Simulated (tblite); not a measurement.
Species: C₆H₁₂O₃S.
Geometry (GFN2-xTB, Å), atoms numbered from 1 in this order:
```xyz
22
C6H12O3S angstrom
C     -3.021    1.027   -0.454
C     -1.558    0.636   -0.417
S     -1.353   -0.740    0.812
O     -2.134   -1.864    0.295
C      0.426   -1.163    0.329
C      0.822   -2.409    1.092
O      1.253   -0.071    0.684
C      1.796    0.674   -0.295
C      2.657    1.761    0.284
O      1.609    0.479   -1.466
H     -3.624    0.150   -0.680
H     -3.339    1.427    0.507
H     -3.199    1.778   -1.221
H     -0.928    1.455   -0.077
H     -1.220    0.281   -1.389
H      0.443   -1.321   -0.755
H      0.921   -2.177    2.150
H      0.043   -3.157    0.961
H      1.766   -2.807    0.726
H      3.701    1.499    0.128
H      2.466    1.869    1.347
H      2.463    2.694   -0.239
```

Computed with GFN2-xTB (tblite): harmonic, unscaled wavenumbers at the GFN2-xTB geometry, gas phase. Against measured fundamentals such values can be off by several per cent, at times by over 20. One conformer, not necessarily the lowest.

Harmonic wavenumbers (cm⁻¹): 28.2, 39.4, 46.5, 62.2, 78.1, 138.8, 173.4, 188.6, 195.0, 212.5, 261.7, 279.3, 315.0, 379.1, 414.6, 452.9, 575.7, 615.5, 643.4, 680.9, 788.1, 883.6, 967.3, 983.5, 999.3, 1005.2, 1009.8, 1025.7, 1084.4, 1103.3, 1110.3, 1135.1, 1180.7, 1185.2, 1225.3, 1231.8, 1270.1, 1367.4, 1393.8, 1405.4, 1436.5, 1438.9, 1446.1, 1467.6, 1475.1, 1487.0, 1493.3, 1778.9, 2927.3, 3007.9, 3011.4, 3027.9, 3029.4, 3031.9, 3036.5, 3043.2, 3045.5, 3047.9, 3048.3, 3067.9.

A = 1560, B = 809.7, C = 608.3 MHz; mass 164.051 u (most abundant isotopes); point group C1, symmetry number 1.

Task: Zero-point energy?

Result: ½Σν̃ = 38242 cm⁻¹ = 457.48 kJ/mol.

Task: Give the ideal-gas entropy at 298.15 K and 1 bar in the rigid-rotor, harmonic-oscillator model (classical rotation).

Result: Translation 172.46, rotation 127.26, vibration 194.99: S = 494.7 J/(mol K).

Task: And Cp and H(298.15 K) − H(0)?

Result: Cp = 196.36 J/(mol K), of which vibrations give 163.10 (their classical limit is 60 R = 498.9); H(298.15 K) − H(0) = 37.52 kJ/mol without the zero-point energy, 27.61 from vibrations.

Task: What must be added to the electronic energy to get the Gibbs energy at 298.15 K and 1 bar?

Result: ZPE + [H(298.15 K) − H(0)] − T·S = 457.48 + 37.52 − 147.50 = 347.50 kJ/mol.

Task: Which modes carry the vibrational entropy at 298.15 K?

Result: 28.2 cm⁻¹: 24.90; 39.4 cm⁻¹: 22.13; 46.5 cm⁻¹: 20.76; 62.2 cm⁻¹: 18.35; 78.1 cm⁻¹: 16.48; 138.8 cm⁻¹: 11.80 J/(mol K); the other 54 give 80.58 together.

Task: How do the functions run with temperature in this model?

Result: 
```json
{"T (K)": "50", "S (J/(mol K))": "274.2", "Cp (J/(mol K))": "75.0", "H − H(0) (kJ/mol)": "2.69", "G − H(0) (kJ/mol)": "-11.02", "ln q(vib)": "1.61"}
{"T (K)": "100", "S (J/(mol K))": "336.5", "Cp (J/(mol K))": "107.1", "H − H(0) (kJ/mol)": "7.27", "G − H(0) (kJ/mol)": "-26.38", "ln q(vib)": "4.04"}
{"T (K)": "373.15", "S (J/(mol K))": "542.4", "Cp (J/(mol K))": "229.9", "H − H(0) (kJ/mol)": "53.52", "G − H(0) (kJ/mol)": "-148.89", "ln q(vib)": "15.04"}
{"T (K)": "500", "S (J/(mol K))": "617.0", "Cp (J/(mol K))": "280.7", "H − H(0) (kJ/mol)": "86.00", "G − H(0) (kJ/mol)": "-222.50", "ln q(vib)": "19.40"}
{"T (K)": "750", "S (J/(mol K))": "745.6", "Cp (J/(mol K))": "353.2", "H − H(0) (kJ/mol)": "165.90", "G − H(0) (kJ/mol)": "-393.29", "ln q(vib)": "27.33"}
{"T (K)": "1000", "S (J/(mol K))": "854.2", "Cp (J/(mol K))": "401.0", "H − H(0) (kJ/mol)": "260.55", "G − H(0) (kJ/mol)": "-593.62", "ln q(vib)": "34.51"}
```

q(vib) and H(0) count from the zero-point level.

Task: Blend soft modes into free rotors: weight 1/[1 + (100 cm⁻¹/ν̃)⁴] for the oscillator and the rest for a rotor with moment μB/(μ + B), μ = h/(8π²ν), B = 10⁻⁴⁴ kg m². What vibrational entropy results?

Result: 169.19 J/(mol K) in place of 194.99, which changes −T·S at 298.15 K by +7.69 kJ/mol.

Hindered rotation and anharmonicity are outside this model. Other conformers, if any are populated, would add a mixing term that is left out. The structure is chiral; the term R ln 2 for an equal mix with its mirror image is left out.

Hardware: an Arm Neoverse V1 with one thread (shared host). Cost: 1.0 s wall. This covers the Hessian and the dipole derivatives.
